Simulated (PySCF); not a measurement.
## Core-level binding energies of `F[C](F)(F)[GeH2][O][SiH3]`

CH5F3GeOSi.
Numbering: `[F:1][C:2]([F:3])([F:4])[GeH2:5][O:6][SiH3:7]`

Method used: delta-SCF UKS SCAN, pcX-2 on the ionised atom, pcseg-1 elsewhere, spin-free X2C (PySCF 2.14.0). Each binding energy is the total energy of the core-ionised species, with the hole localised on one atom, minus that of the ground state; both are solved self-consistently, so orbital relaxation is included.

Q: What binding energy does each computed site have?

A: 
```csv
atom(s),bonded to,level,binding energy (eV),2p1/2 (eV),count
F1/F3/F4,C,F 1s,693.92,–,3
C2,3 F and Ge,C 1s,297.60,–,1
O6,Ge and Si,O 1s,537.80,–,1
Si7,O and 3 H,Si 2p3/2,107.53,108.16,1
Si7,O and 3 H,Si 1s,1847.46,–,1
```

Q: Which photon energy gives electrons from F 1s of F1/F3/F4 a kinetic energy of 100 eV, and what is their de Broglie wavelength?

A: hν = 693.92 + 100 = 793.92 eV, recoil neglected; λ = 12.264 Å/√(E/eV) = 1.23 Å.

Q: Give the binding energy of F 1s of F1/F3/F4 in hartree and in kJ/mol.

A: 693.92 eV = 25.5011 Eh = 66953 kJ/mol.

Topologically equivalent atoms share the value of their first member; where this conformer doesn't relate them by symmetry, their own values could differ. Spin–orbit coupling isn't in the SCF: each 2p doublet comes from a relaxed spin-free hole plus a matrix of the shell (mean-field spin–orbit coupling and the ground-state 2p splitting), with 2p3/2 averaged over its two sublevels. 2p1/2 minus 2p3/2 (ligand field included): Si 0.63 eV. No level of germanium is listed. Geometry: PBE0-D3(BJ)/def2-SVP, one conformer, isolated molecule.

Conformer computed: `[F:1][C:2]([F:3])([F:4])[GeH2:5][O:6][SiH3:7]`: F1–C2–Ge5–O6 57°, C2–Ge5–O6–Si7 -27°.
